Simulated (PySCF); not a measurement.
Computed with r2SCAN-D4/def2-TZVP (PySCF). Gas-phase values, no solvent. One relaxed conformer stands for a flexible species; it need not be the lowest. Delta-SCF ions had no search for a lower state. Excitations are Tamm–Dancoff values on a coarser integration grid. The basis has no diffuse functions, so Rydberg states are missing or too high.

Reference species (SMILES): `[SiH3][Si@@H]1O[SiH2]1` (neutral, multiplicity 1).

The S1–T1 gap (TDA) is 1.40 eV and the HOMO is -6.04 eV. The vertical ionisation energy (Delta-SCF) is 8.73 eV.

After one change: the S1–T1 gap (TDA) increases by 1.03 eV; the HOMO rises by 0.69 eV; the vertical ionisation energy (Delta-SCF) falls by 0.98 eV.

Q: Which change was made? The new species is one of these.
A) `O1[SiH2][SiH2][SiH2]1`
B) `O[SiH]1[SiH2][SiH2]1` (H–O–Si–Si torsion 43°)
C) `O=[Si]([SiH3])[SiH3]`
D) `O/[SiH]=[SiH]\[SiH3]` (H–O–Si–Si torsion 156°)

A: D, `O/[SiH]=[SiH]\[SiH3]` (H–O–Si–Si torsion 156°)
